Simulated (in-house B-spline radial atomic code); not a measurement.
Configurations of Ru⁺, with energies counted from [Kr] 4d7. Level of theory: non-relativistic LDA VWN5, spin-polarised, spherical fractional occupations, point nucleus; calculated with a radial B-spline atomic code at the basis-set limit. Shells without spins written out take the highest spin.

Occupations are held fixed; configurations that lie above the ionisation limit could autoionise.

| configuration | E - E(ref) (eV) | highest orbital | its <r> (bohr) |
| --- | --- | --- | --- |
| [Kr] 4d6 5p1 | 6.328 | 5p up | 3.585 |
| [Ar] 3d10 4s2 4p(3 up, 2 down) 4d(2 up, 5 down) 5p(0 up, 1 down) | 49.106 | 5p down | 3.569 |
| [Ar] 3d10 4s2 4p5 4d7 5d1 | 52.268 | 5d up | 5.761 |
| [Ar] 3d10 4s2 4p(3 up, 2 down) 4d(5 up, 2 down) 4f(1 up, 0 down) | 54.498 | 4f up | 8.28 |
| [Ar] 3d9 4s2 4p6 4d8 | 281.68 | 4d down | 1.553 |
| [Ar] 3d9 4s2 4p6 4d7 5s1 | 285.07 | 5s up | 2.918 |
| [Ar] 3d9 4s2 4p6 4d7 5d1 | 294.98 | 5d up | 5.729 |

Task: Order these further configurations by energy, lowest first.
A. [Ar] 3d10 4s2 4p5 4d7 5p1
B. [Ar] 3d10 4s2 4p(3 up, 2 down) 4d(4 up, 4 down)
C. [Kr] 4d(4 up, 3 down)
D. [Ar] 3d9 4s2 4p6 4d7 5p1
E. [Kr] 4d6 4f1

Result: C (1.171 eV), E (13.766 eV), B (41.061 eV), A (46.989 eV), D (289.74 eV).

Task: How far above the reference does [Kr] 4d6 5f1 lie?

Result: 14.944 eV; its least bound orbital is 5f up with <r> = 14.2 bohr.

Task: How far above the reference does [Ar] 3d9 4s2 4p6 4d7 5f1 lie?

Result: 298.42 eV; its least bound orbital is 5f up with <r> = 14.34 bohr.

Task: How far above the reference does [Ar] 3d10 4s2 4p(2 up, 3 down) 4d(5 up, 2 down) 5d(0 up, 1 down) lie?

Result: 54.469 eV; its least bound orbital is 5d down with <r> = 5.89 bohr.
